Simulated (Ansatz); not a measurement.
Isolated molecules relaxed with PBE0-D4/def2-TZVP in Ansatz; ΔE leaves out vibrations. CCSD(T)/CBS adds triple-zeta CCSD(T) − MP2 to the extrapolated MP2 energy (def2 sets, frozen cores). This one scheme is used for every species. DFT in def2-TZVPP. HSE06 is defined as in plane-wave codes. One conformer a species, not always the lowest.

Consider the substitution at a C–C bond: `[SiH3]CCCl` + H–F → `FCCl` + `C[SiH3]`.

Question: Is it downhill or uphill in electronic energy at CCSD(T)/CBS, and by how much? (Estimate.)

Answer: The calculation gave: Uphill: ΔE = +47.7 kJ/mol.

Question: What do these levels give: PBE-D4, B97M-V, HSE06-D4, BHLYP-D4, PBE-QIDH, BLYP, HSE06, HF/def2-SVP, CCSD(T)/def2-SVP, SCS-MP2/def2-TZVPP, SCS-MP2/def2-QZVPP, CCSD/CBS(def2)? (Best estimate.)

Answer: The calculation gave: PBE-D4 32.6, B97M-V 25.7, HSE06-D4 37.3, BHLYP-D4 32.8, PBE-QIDH 42.2, BLYP 15.3, HSE06 32.1, HF/def2-SVP 14.5, CCSD(T)/def2-SVP 31.8, SCS-MP2/def2-TZVPP 43.0, SCS-MP2/def2-QZVPP 46.3, CCSD/CBS(def2) 45.7 kJ/mol.

Largest T1 diagnostic among the species: 0.010.

At CCSD(T), def2-SVP lies −15.9 kJ/mol from the extrapolated value and def2-TZVPP −5.4 kJ/mol. From PBE to PBE0 (25 % exact exchange), in def2-TZVPP and without D4, ΔE moves by +5.5 kJ/mol. The D4 term adds +9.7 kJ/mol with B3LYP and +5.4 kJ/mol with PBE0; it sums over pairs of atoms, weighted by their polarisabilities, and B3LYP, whose exchange is more repulsive, gets the larger term.

B3LYP here is the variant with VWN-RPA as its local correlation; programs differ in this.
